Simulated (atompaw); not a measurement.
## Reading a pseudo-wave (oxygen)

Columns: radius, all-electron u(r) and pseudo u(r) of the 2p shell (level -8.97 eV) of oxygen in the configuration [He] 2s2 2p4; PBEsol, scalar-relativistic, PAW (atompaw) scheme, atompaw 4.2.0.5.

```json
{"r (bohr)": "0.065", "all-electron": "0.0497", "pseudo": "0.0068"}
{"r (bohr)": "0.131", "all-electron": "0.1582", "pseudo": "0.0275"}
{"r (bohr)": "0.196", "all-electron": "0.2824", "pseudo": "0.0604"}
{"r (bohr)": "0.262", "all-electron": "0.4056", "pseudo": "0.1053"}
{"r (bohr)": "0.327", "all-electron": "0.5144", "pseudo": "0.1590"}
{"r (bohr)": "0.392", "all-electron": "0.6069", "pseudo": "0.2199"}
{"r (bohr)": "0.458", "all-electron": "0.6836", "pseudo": "0.2866"}
{"r (bohr)": "0.523", "all-electron": "0.7427", "pseudo": "0.3546"}
{"r (bohr)": "0.588", "all-electron": "0.7865", "pseudo": "0.4223"}
{"r (bohr)": "0.654", "all-electron": "0.8171", "pseudo": "0.4884"}
{"r (bohr)": "0.719", "all-electron": "0.8355", "pseudo": "0.5485"}
{"r (bohr)": "0.785", "all-electron": "0.8440", "pseudo": "0.6028"}
{"r (bohr)": "0.850", "all-electron": "0.8443", "pseudo": "0.6481"}
{"r (bohr)": "0.915", "all-electron": "0.8379", "pseudo": "0.6842"}
{"r (bohr)": "0.981", "all-electron": "0.8261", "pseudo": "0.7111"}
{"r (bohr)": "1.046", "all-electron": "0.8103", "pseudo": "0.7279"}
{"r (bohr)": "1.112", "all-electron": "0.7910", "pseudo": "0.7355"}
{"r (bohr)": "1.177", "all-electron": "0.7696", "pseudo": "0.7344"}
{"r (bohr)": "1.242", "all-electron": "0.7465", "pseudo": "0.7260"}
{"r (bohr)": "1.308", "all-electron": "0.7218", "pseudo": "0.7113"}
{"r (bohr)": "1.373", "all-electron": "0.6967", "pseudo": "0.6922"}
{"r (bohr)": "1.438", "all-electron": "0.6712", "pseudo": "0.6698"}
{"r (bohr)": "1.504", "all-electron": "0.6452", "pseudo": "0.6450"}
{"r (bohr)": "1.569", "all-electron": "0.6197", "pseudo": "0.6198"}
{"r (bohr)": "1.635", "all-electron": "0.5940", "pseudo": "0.5941"}
{"r (bohr)": "1.700", "all-electron": "0.5692", "pseudo": "0.5692"}
```

(1) How many radial nodes do the two functions have?

(2) Is the pseudo-wave norm-conserving?

Results:

(1) The all-electron 2p function has n − l − 1 = 0; the pseudo-wave has 0.

(2) No, it belongs to a PAW set: the norm inside the radius is not constrained, and the difference is carried by the augmentation charge.
